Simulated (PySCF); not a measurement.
## Radial density of B⁺ (boron, charge +1)

UHF, [He] 2s1 3s1, high-spin 3S determinant (an excited configuration). Computed with PySCF 2.14 in dyall-av3z, with scalar relativity by spin-free X2C-1e.

| r (bohr) | 4πr²ρ (e/bohr) | 4πr²(ρα − ρβ) |
| --- | --- | --- |
| 0.00429 | 0.01629 | 0.0006 |
| 0.00721 | 0.04444 | 0.0018 |
| 0.0121 | 0.1190 | 0.0047 |
| 0.0204 | 0.3087 | 0.0122 |
| 0.0343 | 0.7578 | 0.0299 |
| 0.0577 | 1.697 | 0.0661 |
| 0.0971 | 3.256 | 0.1223 |
| 0.163 | 4.836 | 0.1612 |
| 0.275 | 4.709 | 0.0960 |
| 0.462 | 2.314 | -0.0081 |
| 0.777 | 0.6725 | 0.2876 |
| 1.31 | 0.7487 | 0.7387 |
| 2.20 | 0.3296 | 0.3296 |
| 3.70 | 0.2728 | 0.2728 |
| 6.22 | 0.1279 | 0.1279 |
| 10.5 | 0.004852 | 0.0049 |

Densities and radii are taken from the X2C orbitals without a picture-change correction, which distorts them close to the nucleus.

The outer electron is Rydberg-like, and this basis confines it to a smaller radius and binds it less than a complete one would.

(1) Where is the radial spin density 4πr²(ρα − ρβ) most negative, and why is it negative at all?

## Answers

(1) Around r = 0.462 bohr, down to -0.0081 e/bohr: exchange with the open shell polarises the paired shells in an unrestricted calculation.
